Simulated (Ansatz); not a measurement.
One change: `N[SiH](O)CBr` becomes `N[SiH2][SiH](N)O`.

Ansatz, PBE0-D4/def2-TZVP geometries, multiplicity 1. Each molecule was computed in one conformer, which needn't be the lowest.

Scalar relativity is left out up to krypton.

| property | `N[SiH](O)CBr` |
| --- | --- |
| HOMO–LUMO gap (PBE/def2-TZVPP) / eV | 5.03 |
| HOMO–LUMO gap (B3LYP/def2-TZVPP) / eV | 6.85 |
| LUMO energy (B3LYP/def2-TZVPP) / eV | -0.51 |
| size of the dipole moment (PBE/def2-TZVPP) / D | 1.71 |
| size of the dipole moment (ωB97M-V/def2-TZVPP) / D | 1.84 |
| HOMO energy (PBE/def2-TZVPP) / eV | -6.28 |

Task: What does the change do to each property? (Estimate.)

Result: Ansatz gave: 
```
                                          property  `N[SiH2][SiH](N)O`  shift
               HOMO–LUMO gap (PBE/def2-TZVPP) / eV                4.74  -0.29
             HOMO–LUMO gap (B3LYP/def2-TZVPP) / eV                6.42  -0.43
               LUMO energy (B3LYP/def2-TZVPP) / eV               -0.51   0.00
    size of the dipole moment (PBE/def2-TZVPP) / D                2.96   1.25
size of the dipole moment (ωB97M-V/def2-TZVPP) / D                2.95   1.11
                 HOMO energy (PBE/def2-TZVPP) / eV               -5.83   0.45
```

Dipoles are sizes alone; their direction can turn.

B3LYP here is the variant with VWN-RPA as its local correlation; programs differ in this.

Spin–orbit coupling is left out; it splits and shifts lone-pair levels of the heavy atoms by tenths of an eV.
